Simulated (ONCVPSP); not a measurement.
**Transferability test, ONCV potential for antimony (Sb)**

- Element: antimony (Sb)
- Generator: ONCVPSP 4.0.1
- Type: optimised norm-conserving Vanderbilt (ONCV)
- Functional: PBEsol
- Relativity: scalar-relativistic
- Frozen core: [Kr] 4d10
- Valence charge: 5
- Reference configuration: 5s2 5p3
- Partial waves: 5s: rc 2.05 bohr, ncon 4, nbas 9, qcut 2.7 1/bohr, 2 projectors, debl 2.7 Ha; 5p: rc 1.75 bohr, ncon 4, nbas 7, qcut 5.2 1/bohr, 3 projectors, debl 2.9 Ha
- Local potential: polynomial inside 1.40 bohr (lpopt 5, dvloc0 0 Ha)
- Core correction: Teter function, fcfact 3, rcfact 1.55

Energies are relative to the spin-unpolarised reference configuration 5s2 5p3; without spin polarisation the order of configurations can differ from experiment.

| valence configuration | charge | ΔE all-electron (eV) | error AE − PS (meV) |
| --- | --- | --- | --- |
| 5s2 5p2 | +1 | 8.344 | -20 |
| 5s2 5p1 | +2 | 24.357 | -137 |

(1) What are ΔE and the potential's error for 5s2 5p0?

(2) What are ΔE and the potential's error for 5s2 5p2.5?

Levels in the configuration 5s2 5p0:

```tsv
level	all-electron (eV)	pseudo (eV)
5s	-38.980	-39.452
```

Note: ghosts flagged at negative energy: p at -93.9 eV; GHOST(+) flagged for s at 8.3 eV. A true bound ghost makes a file unfit for plane-wave use.

Results:

(1) ΔE = 48.802 eV all-electron; the error (AE − PS) is -465 meV.

(2) ΔE = 3.273 eV all-electron; the error (AE − PS) is -3.9 meV.
